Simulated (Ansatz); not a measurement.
PBE exchange is replaced step by step with exact exchange (0 % is PBE, 25 % PBE0; no dispersion term), basis def2-TZVP, Ansatz. System: the cluster Ca₂S₂ (the lowest singlet isomer of a short search). Total charge 0; singlet. Geometry: r2SCAN-D4/def2-TZVP, each spin state at its own.

Geometry of the singlet:

```xyz
4

Ca    0.200   -1.607    0.310
Ca   -0.208    1.605   -0.316
S    -1.130    0.157    1.540
S     1.138   -0.155   -1.534
```

The structure comes from a short search, and lower isomers may exist.

| exact exchange (%) | HOMO (eV) | LUMO (eV) | gap (eV) | triplet − singlet (kJ/mol) | quintet − singlet (kJ/mol) |
| --- | --- | --- | --- | --- | --- |
| 0 | -4.38 | -2.16 | 2.23 | 188.6 | 485.4 |
| 10 | -4.75 | -1.94 | 2.81 | 195.0 | 475.9 |
| 15 | -4.93 | -1.83 | 3.10 | 198.4 | 470.9 |
| 25 | -5.31 | -1.62 | 3.68 | 205.4 | 461.3 |
| 35 | -5.69 | -1.42 | 4.27 | 212.5 | 452.1 |
| 50 | -6.28 | -1.12 | 5.16 | 223.7 | 439.7 |

Estimate the row for 5 %.


| exact exchange (%) | HOMO (eV) | LUMO (eV) | gap (eV) | triplet − singlet (kJ/mol) | quintet − singlet (kJ/mol) |
| --- | --- | --- | --- | --- | --- |
| 5 | -4.56 | -2.05 | 2.52 | 191.8 | 480.8 |
